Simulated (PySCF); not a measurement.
H4Si, charge +1, doublet, geometry from GFN2-xTB (a state made from the parent by changing its charge; the spin is typed, not shown lowest); PBE/def2-SV(P) in PySCF.

Input for PySCF:
```python
from pyscf import gto, scf, dft

mol = gto.M(
    atom='''
Si    0.000000   -0.000000   -0.000000
H     0.028744    1.072285    1.066288
H    -0.027528   -1.065933    1.072670
H     0.027528    1.065933   -1.072670
H    -0.028744   -1.072285   -1.066288
''',
    basis='def2-sv(p)',
    charge=1,
    spin=1,
    verbose=4,
)

mf = dft.UKS(mol)
mf.xc = 'pbe'
mf.kernel()
mo_i, mo_e, stable_i, stable_e = mf.stability(internal=True, external=False, return_status=True, nroots=6, tol=1e-6)
print('internally stable:', stable_i, ' externally stable:', stable_e)
if not stable_i:
    umf = mf.copy()
    umf.scf_summary = {}
    umf.kernel(umf.make_rdm1(mo_i, mf.mo_occ))
```

It wrote (shortened):

```
PySCF version 2.14.0

[INPUT] verbose = 4
[INPUT] num. atoms = 5
[INPUT] num. electrons = 17
[INPUT] charge = 1
[INPUT] spin (= nelec alpha-beta = 2S) = 1
[INPUT] symmetry False subgroup None
[INPUT] Mole.unit = angstrom
[INPUT] Symbol           X                Y                Z      unit          X                Y                Z       unit  Magmom
[INPUT]  1 Si     0.000000000000   0.000000000000   0.000000000000 AA    0.000000000000   0.000000000000   0.000000000000 Bohr   0.0
[INPUT]  2 H      0.028744000000   1.072285000000   1.066288000000 AA    0.054318287724   2.026324977479   2.014992289910 Bohr   0.0
[INPUT]  3 H     -0.027528000000  -1.065933000000   1.072670000000 AA   -0.052020380757  -2.014321437136   2.027052522037 Bohr   0.0
[INPUT]  4 H      0.027528000000   1.065933000000  -1.072670000000 AA    0.052020380757   2.014321437136  -2.027052522037 Bohr   0.0
[INPUT]  5 H     -0.028744000000  -1.072285000000  -1.066288000000 AA   -0.054318287724  -2.026324977479  -2.014992289910 Bohr   0.0

nuclear repulsion = 20.9324212631692
number of shells = 16
number of NR pGTOs = 52
number of NR cGTOs = 26
basis = def2-sv(p)
ecp = {}

******** <class 'pyscf.dft.uks.UKS'> ********
method = UKS
initial guess = minao
damping factor = 0
level_shift factor = 0
DIIS = <class 'pyscf.scf.diis.CDIIS'>
diis_start_cycle = 1
diis_space = 8
diis_damp = 0
SCF conv_tol = 1e-09
SCF conv_tol_grad = None
SCF max_cycles = 50
direct_scf = True
direct_scf_tol = 1e-13
number electrons alpha = 9  beta = 8
XC library pyscf.dft.libxc version 7.1.2
    S. Lehtola, C. Steigemann, M. J. T. Oliveira, and M. A. L. Marques,  SoftwareX 7, 1–5 (2018)
XC functionals = pbe
    J. P. Perdew, K. Burke, and M. Ernzerhof,  Phys. Rev. Lett. 77, 3865 (1996)
    J. P. Perdew, K. Burke, and M. Ernzerhof,  Phys. Rev. Lett. 78, 1396 (1997)
    J. P. Perdew, K. Burke, and M. Ernzerhof,  Phys. Rev. Lett. 77, 3865 (1996)
    J. P. Perdew, K. Burke, and M. Ernzerhof,  Phys. Rev. Lett. 78, 1396 (1997)
radial grids:
    Treutler-Ahlrichs [JCP 102, 346 (1995); DOI:10.1063/1.469408] (M4) radial grids

becke partition: Becke, JCP 88, 2547 (1988); DOI:10.1063/1.454033
pruning grids: <function nwchem_prune>
grids dens level: 3
symmetrized grids: False
atomic radii adjust function: <function treutler_atomic_radii_adjust>
small_rho_cutoff = 0
Set gradient conv threshold to 3.16228e-05
tot grids = 58416
init E= -291.349474199201

cycle= 1 E= -291.136736008169  delta_E= 0.213  |g|= 0.147  |ddm|= 1.31
cycle= 2 E= -291.146443274709  delta_E= -0.00971  |g|= 0.111  |ddm|= 0.511
cycle= 3 E= -291.155514188708  delta_E= -0.00907  |g|= 0.0046  |ddm|= 0.203
cycle= 4 E= -291.155549371616  delta_E= -3.52e-05  |g|= 0.00094  |ddm|= 0.0135
cycle= 5 E= -291.155550793665  delta_E= -1.42e-06  |g|= 8.73e-05  |ddm|= 0.00319
cycle= 6 E= -291.155550805242  delta_E= -1.16e-08  |g|= 5.26e-06  |ddm|= 0.000285
cycle= 7 E= -291.155550805275  delta_E= -3.31e-11  |g|= 6.27e-07  |ddm|= 1.34e-05
Extra cycle  E= -291.155550805276  delta_E= -3.98e-13  |g|= 4.08e-07  |ddm|= 1.89e-06
converged SCF energy = -291.155550805276  <S^2> = 0.75549814  2S+1 = 2.0054906
uhf_internal: lowest eigs of H = [0.13543788 0.31433047 0.31433053 0.37588568 0.37588573 0.42399653]
<class 'pyscf.dft.uks.UKS'> wavefunction is stable in the internal stability analysis
internally stable: True  externally stable: None
```
